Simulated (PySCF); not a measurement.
SMILES o1c(CCOC)ccc1 (C₇H₁₀O₂), GFN2-xTB optimised geometry.

```
19

C     -2.66    -3.21     1.44
O     -3.08    -1.87     1.53
C     -2.04    -0.93     1.45
C     -1.44    -0.78     0.03
C     -0.45     0.33     0.00
C      0.91     0.33     0.00
C      1.31     1.69     0.00
C      0.16     2.42     0.00
O     -0.91     1.60     0.01
H     -2.31    -3.47     0.44
H     -3.54    -3.82     1.68
H     -1.87    -3.42     2.17
H     -1.24    -1.18     2.16
H     -2.50     0.02     1.74
H     -0.94    -1.70    -0.26
H     -2.25    -0.58    -0.67
H      1.55    -0.52    -0.01
H      2.31     2.07     0.00
H     -0.02     3.47     0.00
```

Density from B3LYP/def2-SVP (PySCF) at that geometry.

Minimum of the electron density along straight lines between bonded atoms, close to the bond critical point (lines longer than 1.1 times the sum of covalent radii, or with two minima, are not listed):

| bond | length / Å | ρ at the minimum / e bohr⁻³ | ∇²ρ there / e bohr⁻⁵ | position (fraction from the first atom) |
|---|---|---|---|---|
| C1–O2 | 1.406 | 0.263 | -0.47 | 0.35 |
| O2–C3 | 1.405 | 0.263 | -0.45 | 0.66 |
| C3–C4 | 1.542 | 0.242 | -0.56 | 0.50 |
| C4–C5 | 1.488 | 0.263 | -0.63 | 0.48 |
| C5–C6 | 1.364 | 0.327 | -0.84 | 0.52 |
| C6–C7 | 1.417 | 0.292 | -0.70 | 0.50 |
| C7–C8 | 1.358 | 0.330 | -0.85 | 0.48 |
| C5–O9 | 1.351 | 0.286 | 0.02 | 0.33 |
| C8–O9 | 1.345 | 0.288 | 0.07 | 0.33 |
| C1–H10 | 1.096 | 0.279 | -1.04 | 0.63 |
| C1–H11 | 1.088 | 0.285 | -1.10 | 0.64 |
| C1–H12 | 1.097 | 0.278 | -1.03 | 0.63 |
| C3–H13 | 1.101 | 0.278 | -1.03 | 0.63 |
| C3–H14 | 1.093 | 0.285 | -1.10 | 0.64 |
| C4–H15 | 1.090 | 0.278 | -1.02 | 0.62 |
| C4–H16 | 1.092 | 0.277 | -1.02 | 0.63 |
| C6–H17 | 1.071 | 0.285 | -1.10 | 0.63 |
| C7–H18 | 1.071 | 0.286 | -1.11 | 0.63 |
| C8–H19 | 1.072 | 0.291 | -1.17 | 0.64 |
